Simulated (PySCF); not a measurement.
# Spin-rotation constants: `CC[N](C)[GeH2][Br]`, C3H10BrGeN

Geometry:
```
atom   x (Å)   y (Å)   z (Å)
  C1  -1.736   1.118  -0.624
  C2  -0.677   0.110  -0.225
  N3   0.535   0.692   0.319
  C4   1.493  -0.305   0.737
 Ge5   1.179   2.303  -0.222
 Br6   1.917   2.262  -2.442
  H7  -1.413   1.738  -1.476
  H8  -2.652   0.594  -0.934
  H9  -1.992   1.784   0.214
 H10  -0.440  -0.533  -1.099
 H11  -1.095  -0.570   0.542
 H12   2.400   0.167   1.144
 H13   1.064  -0.938   1.534
 H14   1.804  -0.977  -0.089
 H15   2.417   2.591   0.633
 H16   0.107   3.391  -0.168
```

Computed, not measured: GIAO OLYP/3-21G magnetisability, rotational g tensor and spin-rotation constants, non-relativistic, gas phase (PySCF 2.14.0). Geometry: PBE0-D3(BJ)/def2-SVP.

The calculation is non-relativistic, which matters for the atoms heavier than Zn.

Give the nuclear spin-rotation constants along the inertial axes (H = +C I·J) beside the isotropic shieldings.

Rotational constants 2.1213, 0.8847, 0.8188 GHz. A star marks the isotopologue with that one atom substituted, in its own axes.
| atom | isotope | Caa (kHz) | Cbb (kHz) | Ccc (kHz) | mean (kHz) | σ (ppm) |
| --- | --- | --- | --- | --- | --- | --- |
| N3 | 14N | 0.085 | 0.042 | 0.039 | 0.055 | 221.3 |
| Br6 | 79Br | 0.793 | 0.642 | 0.508 | 0.648 | 2739.4 |
| H7 | 1H | 0.011 | -0.087 | -0.096 | -0.057 | 31.2 |
| H8 | 1H | -0.185 | -0.015 | -0.093 | -0.098 | 31.5 |
| H9 | 1H | -0.208 | -0.086 | -0.015 | -0.103 | 31.4 |
| H10 | 1H | -0.198 | -0.075 | -0.005 | -0.093 | 30.0 |
| H11 | 1H | 0.060 | -0.097 | -0.089 | -0.042 | 30.2 |
| H12 | 1H | -0.185 | 0.004 | -0.087 | -0.089 | 29.9 |
| H13 | 1H | 0.067 | -0.094 | -0.096 | -0.041 | 30.2 |
| H14 | 1H | -0.202 | -0.079 | -0.003 | -0.095 | 30.1 |
| H15 | 1H | -0.205 | 0.030 | -0.073 | -0.083 | 27.5 |
| H16 | 1H | -0.202 | -0.051 | 0.008 | -0.082 | 27.0 |
| C1 | 13C* | 0.255 | 0.100 | 0.088 | 0.148 | 185.0 |
| C2 | 13C* | 0.343 | 0.115 | 0.137 | 0.198 | 158.8 |
| C4 | 13C* | 0.348 | 0.119 | 0.113 | 0.193 | 163.6 |
| Ge5 | 73Ge* | -0.396 | -0.187 | -0.166 | -0.250 | 1806.1 |

For the geometry as given, no vibrational averaging.
